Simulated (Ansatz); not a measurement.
The inner images of a band of BF2H2N + H3Si (10 atoms, charge 0, multiplicity 2) are given out of order.

All numbers below come from UKS PBE-D4/cc-pVDZ in Ansatz.

First end point:

```xyz
10
Properties=species:S:1:pos:R:3
B -0.018 -0.400 -0.085
F -0.162 -1.612 0.507
N 1.232 0.238 -0.132
H 2.063 -0.162 0.299
H 1.362 1.151 -0.563
F -1.110 0.155 -0.655
Si 0.013 0.221 3.159
H -1.087 -0.584 3.808
H 1.309 -0.555 3.160
H 0.201 1.548 3.860
```

Last end point:

```xyz
10
Properties=species:S:1:pos:R:3
B -0.011 -0.202 -0.330
F 1.063 -0.866 2.239
N 1.124 0.220 -1.020
H 1.648 -0.396 -1.638
H 1.552 1.141 -0.874
F -0.686 0.627 0.513
Si -0.009 -0.252 3.366
H -1.385 -0.780 3.074
H 0.466 -0.742 4.710
H 0.039 1.250 3.316
```

Task: Put them in order from the first end to the last, with their energies above the first end.
A.
```xyz
10
Properties=species:S:1:pos:R:3
B 0.126 -0.355 -0.205
F 1.217 -0.008 2.331
N 1.143 0.030 -1.079
H 1.846 -0.622 -1.420
H 1.304 1.008 -1.344
F -0.783 0.530 0.277
Si -0.015 -0.120 3.456
H -1.173 -0.858 2.848
H 0.541 -0.879 4.633
H -0.405 1.275 3.861
```
B.
```xyz
10
Properties=species:S:1:pos:R:3
B 0.381 -0.576 -0.114
F 0.830 0.772 2.290
N 1.289 -0.008 -1.008
H 2.259 -0.310 -1.070
H 1.063 0.817 -1.575
F -0.898 -0.143 -0.010
Si -0.092 0.013 3.461
H -1.171 -0.787 2.790
H 0.823 -0.870 4.267
H -0.683 1.094 4.327
```
C.
```xyz
10
Properties=species:S:1:pos:R:3
B 0.306 -0.165 -0.130
F 0.474 -0.796 1.061
N 1.381 0.017 -1.008
H 2.322 -0.307 -0.797
H 1.275 0.485 -1.906
F -0.934 0.276 -0.431
Si -0.241 0.359 3.885
H -1.315 -0.635 3.522
H 1.113 -0.300 3.981
H -0.579 1.064 5.180
```
D.
```xyz
10
Properties=species:S:1:pos:R:3
B 0.503 -0.072 0.133
F 1.073 0.127 1.360
N 1.275 0.009 -1.030
H 2.284 0.141 -1.004
H 0.856 0.171 -1.942
F -0.824 -0.310 0.099
Si -0.219 0.209 3.697
H -1.097 -0.802 3.000
H 0.952 -0.493 4.346
H -1.002 1.019 4.699
```
E.
```xyz
10
Properties=species:S:1:pos:R:3
B 0.065 -0.297 -0.158
F -0.074 -1.200 0.847
N 1.332 0.137 -0.566
H 2.189 -0.195 -0.131
H 1.460 0.810 -1.319
F -1.063 0.155 -0.747
Si -0.071 0.333 3.565
H -1.200 -0.663 3.640
H 1.269 -0.357 3.479
H -0.105 1.276 4.747
```

Result: E (+2.2 kJ/mol), C (+3.2 kJ/mol), D (+16.9 kJ/mol), B (+120.2 kJ/mol), A (+118.5 kJ/mol).

The run took 4.5 min on 4 threads of Arm Neoverse V2, with other jobs on the host, peak memory 0.17 GiB.
